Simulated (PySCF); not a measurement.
# ECD: `C[C@H]1CC[Si@H](Cl)C1`, C$_{5}$H$_{11}$ClSi

Geometry:
| atom | x (Å) | y (Å) | z (Å) |
| --- | --- | --- | --- |
| C1 | 2.202 | 0.166 | -0.138 |
| C2 | 0.697 | 0.240 | -0.362 |
| C3 | 0.047 | -1.146 | -0.384 |
| C4 | -1.470 | -0.970 | -0.483 |
| Si5 | -1.836 | 0.528 | 0.637 |
| Cl6 | -3.033 | 1.892 | -0.258 |
| C7 | -0.010 | 1.064 | 0.725 |
| H8 | 2.681 | -0.405 | -0.931 |
| H9 | 2.636 | 1.163 | -0.123 |
| H10 | 2.422 | -0.319 | 0.812 |
| H11 | 0.511 | 0.716 | -1.331 |
| H12 | 0.433 | -1.745 | -1.211 |
| H13 | 0.292 | -1.663 | 0.547 |
| H14 | -1.748 | -0.759 | -1.517 |
| H15 | -1.986 | -1.884 | -0.198 |
| H16 | -2.424 | 0.192 | 1.933 |
| H17 | 0.162 | 2.128 | 0.575 |
| H18 | 0.416 | 0.809 | 1.697 |

Computed, not measured: PySCF 2.14.0, TDDFT PBE0/def2-SVPD circular dichroism and optical rotation, one conformer, gas phase. Geometry: GFN2-xTB.

States above about 8.0 eV (minus the energy of the highest occupied orbital) lie near or above the ionisation threshold and depend on the basis. Singlets 2 and 3 lie within 0.01 eV of each other, so their separate moments and overlaps can depend on how they mix.

**Question.** What are the CIP labels of the stereocentres?

**Answer.** C2 S, Si5 S.

**Question.** List the lowest 16 singlet excitations with oscillator and rotatory strengths.

**Answer.** Rotatory strengths R in 10⁻⁴⁰ esu² cm², velocity form and length form (origin at the centre of mass); f in length form.
```tsv
state	E (eV)	λ (nm)	f	R (velocity)	R (length)	main
1	7.11	174	0.001	-8.1	-8.6	HOMO→LUMO 0.89, HOMO→LUMO+1 0.08
2	7.55	164	0.011	-0.8	-0.7	HOMO−1→LUMO 0.83, HOMO−1→LUMO+1 0.13
3	7.56	164	0.025	+36.9	+36.8	HOMO→LUMO+1 0.87, HOMO→LUMO 0.08
4	7.81	159	0.129	-16.1	-15.3	HOMO→LUMO+2 0.92
5	7.96	156	0.020	+5.1	+4.7	HOMO→LUMO+3 0.88
6	8.02	155	0.002	+4.6	+4.2	HOMO−1→LUMO+1 0.78, HOMO−1→LUMO 0.12
7	8.06	154	0.022	+3.6	+2.9	HOMO−1→LUMO+2 0.79
8	8.35	149	0.012	-2.8	-2.4	HOMO→LUMO+4 0.84
9	8.45	147	0.053	-53.1	-51.4	HOMO−1→LUMO+3 0.56, HOMO−2→LUMO 0.33
10	8.47	146	0.010	+26.5	+25.7	HOMO−2→LUMO 0.56, HOMO−1→LUMO+3 0.21
11	8.56	145	0.002	+4.3	+4.1	HOMO−3→LUMO 0.87
12	8.60	144	0.031	+4.7	+4.5	HOMO→LUMO+5 0.69, HOMO−1→LUMO+3 0.12
13	8.67	143	0.006	-14.8	-15.9	HOMO→LUMO+6 0.54, HOMO→LUMO+7 0.22
14	8.79	141	0.004	+0.5	+0.6	HOMO−1→LUMO+4 0.69
15	8.85	140	0.040	+28.5	+29.4	HOMO−2→LUMO+1 0.52, HOMO→LUMO+6 0.12
16	8.87	140	0.046	+3.1	+3.2	HOMO→LUMO+7 0.29, HOMO−2→LUMO+1 0.25
```

Among the states computed, the strongest CD band (largest |R|) is state 9. The largest dissymmetry factor in size, g = 4R/(D+G), with D and G the electric and magnetic dipole strengths, is -0.091 for state 1 (velocity form, f = 0.0009), among bands with |R| over 0.5. The mirror image has the same energies and oscillator strengths and all R with the opposite sign.
